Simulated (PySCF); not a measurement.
Computed shifts of a molecule C3H8N2Si, PySCF with PBE/pcSseg-1, GIAO, gas phase, atoms alike by connectivity averaged where their shifts nearly agree, in ppm (number of nuclei): ¹³C: 85.0 (1), 71.0 (1), 14.7 (1). ²⁹Si: -28.1 (1). ¹⁵N: 29.5 (1), 28.2 (1). ¹H: 5.47 (1), 1.91 (1), 1.80 (1), 1.77 (1), 1.38 (1), 0.70 (1), 0.62 (1), 0.56 (1). References: ¹³C against TMS (σ = 182.0 ppm); ²⁹Si against TMS (σ = 335.4 ppm); ¹⁵N against NH3 (σ = 267.0 ppm); ¹H against TMS (σ = 31.49 ppm), references at their B3LYP-D3(BJ)/def2-TZVP geometries, non-relativistic. Coordinates come from a B3LYP-D3(BJ)/def2-SVP optimisation. One conformer was computed; it need not be the lowest.

Which structure fits?
A. [SiH3]N=C1CNC1
B. C/C=N/C=N/[SiH3]
C. C[Si@]1(N)C=NC1
D. C#CC[SiH](N)N

D, C#CC[SiH](N)N
